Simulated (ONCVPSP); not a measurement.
# Pseudopotentials across the periodic table

Generated with ld1.x 7.5 (TM, RRKJ, ultrasoft, PAW), atompaw 4.2 or ONCVPSP 4.0.1. The cutoff is in Ry: for ld1.x and atompaw files where the sum of valence levels is converged to 10 mRy in a Bessel basis, for ONCV files where the hardest occupied wave has 1 mHa per electron of residual kinetic energy. The error is the largest all-electron minus pseudo excitation energy over each file’s own four to seven test configurations (ionisations up to +4, promotions, holes and added fractions of an electron), all of which were solved. The labels leave out finer settings (local radius, basis sizes, second energies), which also bear on the numbers. Spin-polarised tests are not counted. The rows are a selection from randomly drawn settings: files with unsolved tests, undetermined cutoffs or missed reference levels are left out.

A true bound ghost makes a file unfit for plane-wave use even where its test errors are small: the radial tests pick states by their node count and pass the ghost by.

```tsv
element	potential	cutoff (Ry)	largest error (meV)	bound ghosts
B	ONCV, PBE, scalar-relativistic, rc 1.55/2.85 (sp), local smoothed, core correction yes, reference 2s2 2p1, qcut 4.6/4.7, projectors 2/2	19	+264	none
Ce	ONCV, LDA (Perdew-Wang 92), scalar-relativistic, rc 2.40/2.45/3.25/1.85 (spdf), local f, core correction yes, reference 4f1 5s2 5p6 5d1 6s1, qcut 4.5/5.8/5.5/7.6, projectors 2/2/3/0	196	-3.4	s, p
Pb	ONCV, PBE, non-relativistic, rc 1.40/1.30/1.80 (spd), local smoothed, core correction yes, reference 5s2 5p6 5d10 6s2 6p0.5, qcut 8.3/12.8/10.5, projectors 2/2/3	96	-84	none
```

Fill in the row for Cs: ONCV, PBEsol, scalar-relativistic, rc 3.05/2.40/2.70 (spd), local smoothed, core correction yes, reference 5s2 5p6 6s1, qcut 3.5/4.8/3.2, projectors 2/2/2.

cutoff 19 Ry, largest error -283 meV, bound ghosts: none.

Fill in the row for Tc: ONCV, PBE, scalar-relativistic, rc 2.05/2.35/2.05 (spd), local d, core correction no, reference 4s2 4p6 4d5 5s1.5 5p0.5, qcut 7.8/7/7.9, projectors 2/2/0.

cutoff 39 Ry, largest error -5.6 meV, bound ghosts: none.

Fill in the row for Br: ONCV, Wu-Cohen, scalar-relativistic, rc 1.15/1.30 (sp), local smoothed, core correction yes, reference 4s2 4p4, qcut 6.1/7.1, projectors 2/2.

cutoff 218 Ry, largest error -22 meV, bound ghosts: s, p.
